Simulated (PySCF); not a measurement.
Run record: geometry optimisation, `O=S1(=O)C=C(c2ccccc21)F`.

Computed with PBE0-D3(BJ)/def2-SVP geometry optimisation, gas phase (PySCF 2.14.0). Start geometry: GFN2-xTB. The input is one job of a driver script: a line of settings, then coordinates in Å.

Command:
```bash
OMP_NUM_THREADS=1 python probes_run.py task.json out
```

Input:
```
{"job": {"xc": "PBE0", "basis": "def2-SVP", "d3": "d3bj", "grid": 1, "shake": 0.01, "kind": "geom"}, "charge": 0, "multiplicity": 1}
O      2.286010    -1.881110    -1.051320
S      1.894650    -1.095260     0.098790
O      2.261590    -1.600490     1.377870
C      2.459740     0.624270    -0.087530
C      1.341220     1.378000    -0.168910
F      1.358270     2.721610    -0.302360
C      0.056940     0.718600    -0.078980
C     -1.188750     1.323420    -0.138880
C     -2.330470     0.516090    -0.018030
C     -2.212120    -0.864770     0.119310
C     -0.963310    -1.466340     0.171780
C      0.159830    -0.658540     0.074030
H      3.424300     0.934550    -0.132170
H     -1.309680     2.390080    -0.241230
H     -3.313680     0.949500    -0.076960
H     -3.096700    -1.458810     0.190320
H     -0.844340    -2.518970     0.274450
```

Output:
```
step   0  E = -954.96523234  max force = 0.094844
step   1  E = -954.97328162  max force = 0.026647
step   2  E = -954.97619136  max force = 0.006823
step   3  E = -954.97628014  max force = 0.006149
step   4  E = -954.97671514  max force = 0.001613
step   5  E = -954.97667836  max force = 0.003789
step   6  E = -954.97676292  max force = 0.000867
step   7  E = -954.97676559  max force = 0.001122
step   8  E = -954.97678087  max force = 0.001153
step   9  E = -954.97679249  max force = 0.000658
step  10  E = -954.97680683  max force = 0.000560
step  11  E = -954.97680968  max force = 0.000396
optimisation converged
```

Energies in Eh; «max force» is the largest Cartesian gradient component in Eh/bohr.

**Question.** Give the first gradient maximum in eV/Å.

**Answer.** With 1 Eh/bohr = 51.422 eV/Å, 4.877 eV/Å.

Main results: final energy -954.97681 Eh after 11 steps; dipole 4.63 D.

**Question.** Give the final coordinates.

**Answer.** 0.045 Å rms from the input after alignment:
```
atom  x, y, z in Å
O1     2.2237   -1.8431   -1.1127
S2     1.9354   -1.0189    0.0516
O3     2.3957   -1.4322    1.3690
C4     2.3908    0.6723   -0.2597
C5     1.2926    1.4344   -0.3223
F6     1.2827    2.7338   -0.5367
C7     0.0114    0.7451   -0.1287
C8    -1.2706    1.2817   -0.1522
C9    -2.3518    0.4222    0.0639
C10   -2.1541   -0.9391    0.2983
C11   -0.8645   -1.4832    0.3183
C12    0.1920   -0.6211    0.1016
H13    3.4353    0.9612   -0.3602
H14   -1.4216    2.3469   -0.3360
H15   -3.3673    0.8234    0.0489
H16   -3.0146   -1.5899    0.4677
H17   -0.6962   -2.5467    0.4996
```

**Question.** How long does this job take on an Arm Neoverse N1 with one thread (shared host)? And the peak memory of the process?

**Answer.** About 7.5 min, with 0.96 GiB resident at the peak, the Python interpreter and its libraries included.
Labels such as C1 count atoms from 1, the log's own numbers from 0.
